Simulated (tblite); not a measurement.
Species: C2H8FN2Si (doublet state).
SMILES with atom numbers: `[CH3:1][N:2]([CH3:3])[Si@H:4]([NH:5])[F:6]` (hydrogens: H7, H8, H9 on C1; H10, H11, H12 on C3; H13 on Si4; H14 on N5)

Computed with GFN2-xTB (tblite), gas phase: L-BFGS steps from a force-field or distance-geometry start until the largest atomic force falls under 0.01 eV/Å.

Step 48: E = -563.0042 eV
```
atom  x, y, z in Å  |  force x, y, z in eV/Å
C1     -0.8715    1.2474   -0.1657    0.006  -0.013   0.012
N2     -0.3178    0.0024    0.2555   -0.038  -0.036   0.003
C3     -1.0429   -1.1628   -0.1218   -0.040  -0.021  -0.018
Si4     1.4111   -0.0869    0.6444    0.026   0.017  -0.053
N5      2.1270   -0.2742   -0.8413    0.041  -0.015  -0.026
F6      1.5075   -1.4803    1.4418   -0.035   0.035  -0.040
H7     -0.4059    1.5950   -1.0944   -0.054  -0.010  -0.010
H8     -0.6811    2.0012    0.5985   -0.007   0.023  -0.011
H9     -1.9452    1.1566   -0.3382    0.028   0.025   0.049
H10    -1.4937   -1.0637   -1.1133    0.047  -0.004  -0.031
H11    -1.8545   -1.3318    0.5970   -0.004  -0.004   0.007
H12    -0.3872   -2.0289   -0.1050    0.005   0.020   0.033
H13     1.5802    0.9311    1.6650    0.016   0.010   0.036
H14     2.3732    0.4946   -1.4447    0.010  -0.026   0.050
```

Step 49: E = -563.0053 eV
```
atom  x, y, z in Å  |  force x, y, z in eV/Å
C1     -0.8702    1.2482   -0.1638   -0.016  -0.020   0.004
N2     -0.3197    0.0031    0.2606   -0.031  -0.026   0.031
C3     -1.0413   -1.1625   -0.1230   -0.020  -0.026  -0.025
Si4     1.4095   -0.0860    0.6499    0.026   0.007  -0.072
N5      2.1186   -0.2747   -0.8388    0.057  -0.005  -0.048
F6      1.5094   -1.4837    1.4395   -0.039   0.052  -0.028
H7     -0.4109    1.5879   -1.0984   -0.049  -0.005  -0.011
H8     -0.6753    2.0068    0.5939    0.016   0.022   0.000
H9     -1.9451    1.1610   -0.3280    0.008   0.015   0.039
H10    -1.4797   -1.0650   -1.1196    0.033   0.005  -0.049
H11    -1.8609   -1.3351    0.5851   -0.005   0.014   0.019
H12    -0.3841   -2.0268   -0.0999    0.009   0.005   0.036
H13     1.5857    0.9346    1.6665    0.006  -0.003   0.040
H14     2.3632    0.4918   -1.4462    0.005  -0.034   0.063
```

Question: Estimate the geometry and energy of step 50. (The exact step hangs on the optimiser's Hessian estimate; all steps are aligned on step 49, rigid shifts and turns removed.)

Answer: E = -563.0066 eV, largest force 0.083 eV/Å
```
atom  x, y, z in Å  |  force x, y, z in eV/Å
C1     -0.8693    1.2493   -0.1621   -0.041  -0.021   0.003
N2     -0.3220    0.0034    0.2646   -0.010  -0.004   0.052
C3     -1.0403   -1.1627   -0.1244    0.010  -0.022  -0.025
Si4     1.4082   -0.0843    0.6536    0.016   0.002  -0.076
N5      2.1114   -0.2759   -0.8374    0.065  -0.006  -0.052
F6      1.5094   -1.4862    1.4353   -0.039   0.059  -0.008
H7     -0.4187    1.5819   -1.1035   -0.039  -0.004  -0.003
H8     -0.6696    2.0117    0.5900    0.044   0.018   0.002
H9     -1.9453    1.1664   -0.3158   -0.026   0.000   0.026
H10    -1.4654   -1.0681   -1.1263    0.015   0.013  -0.062
H11    -1.8670   -1.3375    0.5742   -0.009   0.029   0.024
H12    -0.3807   -2.0244   -0.0931    0.010  -0.014   0.036
H13     1.5909    0.9375    1.6691   -0.006  -0.025   0.028
H14     2.3578    0.4884   -1.4464    0.007  -0.025   0.056
```

The energy changes by -0.0013 eV. The first-order estimate −F·Δx gives -0.0017 eV and the mean of the old and new forces, exact on a quadratic surface, -0.0013 eV. The step makes an angle of 75° with the force vector and moves no atom by more than 0.016 Å.

The cost below is that of the whole relaxation. On Arm Neoverse V2, one thread, shared host with 96 logical CPUs at a one-minute load of 51, this took 0.51 s of wall time.
